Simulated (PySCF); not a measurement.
## Orbital energies, ionisation energy and electron affinity

BBrH4SSi.
SMILES with atom numbers: `[SiH3:1][S:2][BH:3][Br:4]` (hydrogens: H5, H6, H7 on Si1; H8 on B3)

Geometry (PBE0-D3(BJ)/def2-SVP, Å), atoms numbered from 1 in this order:
```
atom  x, y, z in Å
Si1   -0.9545    0.3205    0.0413
S2     0.4235   -0.7694    1.3258
B3     2.0297   -0.1844    0.8267
Br4    2.3374    1.1053   -0.5523
H5    -2.2958   -0.1727    0.4630
H6    -0.7095   -0.0108   -1.3888
H7    -0.8447    1.7852    0.2816
H8     2.9883   -0.6332    1.3956
```

Level: CAM-B3LYP/def2-SVPD (PySCF). Frontier orbitals with their largest atomic shares (Löwdin; up to four atoms above 4 %):

| orbital | ε (eV) | main atoms |
| --- | --- | --- |
| HOMO−3 | -10.73 | Br4 59 %, B3 14 %, S2 8 %, Si1 8 % |
| HOMO−2 | -10.34 | S2 50 %, Si1 14 %, Br4 13 %, B3 10 % |
| HOMO−1 | -9.71 | Br4 72 %, S2 10 %, B3 10 %, H8 4 % |
| HOMO | -9.42 | ? |
| LUMO | -0.52 | B3 46 %, S2 22 %, Br4 18 %, H8 8 % |
| LUMO+1 | 0.49 | Si1 30 %, S2 20 %, Br4 18 %, H6 9 % |
| LUMO+2 | 0.76 | B3 28 %, S2 22 %, Si1 19 %, Br4 15 % |

**Question.** What vertical ionisation energy does ΔSCF give, and how far is −ε(HOMO) from it?

**Answer.** ΔSCF: 10.22 eV (986 kJ/mol; threshold wavelength 121 nm); ⟨S²⟩ of the doublet left behind is 0.764, against 0.75 for a pure doublet. −ε(HOMO) is 9.42 eV, 0.80 eV below it. In exact Kohn–Sham theory the two would be equal; CAM-B3LYP (range-separated hybrid) falls short of its own ΔSCF value by 8 %.

**Question.** On which atoms does the HOMO lie?

**Answer.** S2 (sulfur bonded to B and Si) 55 %, Br4 (bromine bonded to B) 21 %, B3 (three-coordinate boron) 12 %, Si1 (SiH3 silicon) 7 %. The HOMO−1 lies 0.29 eV lower.

**Question.** And the vertical electron affinity, the fundamental gap, Mulliken's electronegativity and the hardness (with the factor ½)?

**Answer.** EA = -0.07 eV by ΔSCF (−ε(LUMO) = 0.52 eV); a negative value means that the added electron isn't bound at this geometry and level, and the number then depends on the basis. IE − EA = 10.29 eV against an orbital gap of 8.90 eV; (IE + EA)/2 = 5.08 eV; (IE − EA)/2 = 5.15 eV.

**Question.** The lowest singlet excitation (vertical TDDFT, same level) lies at 5.40 eV. How far is it below IE − EA?

**Answer.** IE − EA = 10.29 eV, so by 4.89 eV.

**Question.** With α = 83.7 au, estimate the like-pair dispersion coefficient by London's formula C6 = (3/4)α²I.

**Answer.** I = 0.3755 Eh, so C6 ≈ 1970 au; the Casimir–Polder integral at the same level gives 2390 au, 1.21 times as much.

**Question.** Shift the occupied levels rigidly so that −ε(HOMO) equals the ΔSCF value. What binding energies result?

**Answer.** The shift is +0.80 eV: HOMO 10.22, HOMO−1 10.51, HOMO−2 11.14, HOMO−3 11.53 eV. A rigid shift is only a rough guide to the deeper ionisations.

**Question.** What kinetic energy would electrons from this vertical process carry with He I light (21.218 eV)?

**Answer.** 21.22 − 10.22 = 11.00 eV.

Geometry: PBE0-D3(BJ)/def2-SVP, one conformer, isolated molecule. The calculation is non-relativistic, for bromine too.
